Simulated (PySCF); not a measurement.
Te(I)(NH2) (H2INTe), SMILES N[Te]I.

Geometry optimised at r2SCAN-D4/def2-SVP. The def2 effective core potentials stand for the cores of I, Te; spin–orbit coupling is left out. The values are those of a single conformer.

The numbers are results of TDDFT-B3LYP/def2-SVPD (PySCF), not measurements.

Vertical excitations. Gas-phase values at a fixed geometry. State labels are in the subgroup Cs.

Computed UV-visible absorptions:
| state | symmetry | energy (eV) | λ (nm) | f | main pairs |
|---|---|---|---|---|---|
| S1 | A" | 2.16 | 573 | 0.002 | HOMO→LUMO 100 % |
| S2 | A' | 3.48 | 357 | 0.005 | HOMO−1→LUMO 98 % |
| S3 | A" | 3.52 | 352 | 0.001 | HOMO→LUMO+1 98 % |
| S4 | A" | 3.84 | 323 | 0.000 | HOMO−2→LUMO 99 % |
| S5 | A' | 4.62 | 268 | 0.054 | HOMO−3→LUMO 57 %, HOMO−1→LUMO+1 40 % |
| S6 | A' | 5.20 | 238 | 0.141 | HOMO−3→LUMO+1 41 %, HOMO−1→LUMO+1 33 %, HOMO−3→LUMO 18 % |
| S7 | A" | 5.24 | 237 | 0.004 | HOMO→LUMO+2 53 %, HOMO−2→LUMO+1 45 % |
| S8 | A" | 5.27 | 235 | 0.005 | HOMO−2→LUMO+1 54 %, HOMO→LUMO+2 46 % |
| S9 | A' | 5.43 | 229 | 0.053 | HOMO−3→LUMO+1 57 %, HOMO−1→LUMO+1 21 %, HOMO−3→LUMO 10 %, HOMO−4→LUMO 9 % |
| S10 | A" | 5.93 | 209 | 0.051 | HOMO→LUMO+3 93 % |
| T1 | A" | 1.61 | 768 | 0 | HOMO→LUMO 99 % |
| T2 | A" | 2.98 | 416 | 0 | HOMO→LUMO+1 96 % |
| T3 | A' | 2.99 | 415 | 0 | HOMO−1→LUMO 99 % |
| T4 | A" | 3.37 | 368 | 0 | HOMO−2→LUMO 99 % |
Triplets are in the Tamm–Dancoff approximation, which puts them higher than full response would, so one can lie above its singlet here.
